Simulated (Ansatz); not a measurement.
```yaml
crystal:
  periodic: [false, false, false]
  atoms:
    - {symbol: C, position_ang: [-0.948275, 0.986436, -0.354711]}
    - {symbol: C, position_ang: [-0.294026, -0.045291, 0.869932]}
    - {symbol: F, position_ang: [-1.496307, -0.981039, 1.018580]}
    - {symbol: Ge, position_ang: [1.110237, -1.255475, -0.213620]}
    - {symbol: H, position_ang: [-0.940984, 0.614614, -1.154839]}
    - {symbol: H, position_ang: [-1.942671, 1.901431, 0.130572]}
    - {symbol: H, position_ang: [0.037262, 1.902580, -0.296162]}
    - {symbol: H, position_ang: [-0.281711, 0.192766, 1.664813]}
    - {symbol: H, position_ang: [1.532741, -2.152945, 0.654285]}
    - {symbol: H, position_ang: [2.331482, -0.487250, -0.315429]}
    - {symbol: H, position_ang: [0.552452, -1.488700, -1.651698]}
basis:
  gaussian: {orbitals: def2-SVP}
magnetization: {spin_polarized: true, initial_magnetization: 0}
hamiltonian: {xc: {name: wB97X-D}, dispersion: d3bjatm}
```

```sh
$ ansatz run in.yaml --threads 4 --pin off --events-out ev --progress --plain --max-ram 10444MiB
```

Output, abridged:

```
Error: YAML parse error: error: line 18 column 19: hamiltonian.xc: no functional is named "wB97X-D"; the names, which are not case-sensitive, are SVWN5, SPW92, PBE, PBE0, PBEsol, revPBE, revPBE0, RPBE, rPW86-PBE, HSE06, wPBEh, LC-wPBE, HISS, HF, BLYP, B3LYP, B3LYP5, BHLYP, CAM-B3LYP, r2SCAN, r2SCANh, r2SCAN0, r2SCAN50, m-r2SCAN, B97, wB97, wB97X, wB97X-V, B97M-V, wB97M-V, B2PLYP, B2GP-PLYP, PBE0-DH, PBE-QIDH
  --> <input>:18:19
   |
16 |   gaussian: {orbitals: def2-SVP}
17 | magnetization: {spin_polarized: true, initial_magnetization: 0}
18 | hamiltonian: {xc: {name: wB97X-D}, dispersion: d3bjatm}
   |                   ^ hamiltonian.xc: no functional is named "wB97X-D"; the names, which are not case-sensitive, are SVWN5, SPW92, PBE, PBE0, PBEsol, revPBE, revPBE0, RPBE, rPW86-PBE, HSE06, wPBEh, LC-wPBE, HISS, HF, BLYP, B3LYP, B3LYP5, BHLYP, CAM-B3LYP, r2SCAN, r2SCANh, r2SCAN0, r2SCAN50, m-r2SCAN, B97, wB97, wB97X, wB97X-V, B97M-V, wB97M-V, B2PLYP, B2GP-PLYP, PBE0-DH, PBE-QIDH
```

Task: What is wrong with this run?

Result: The method's name isn't one that the program takes here. The program refused the input.

HSE06 is defined as in plane-wave codes.
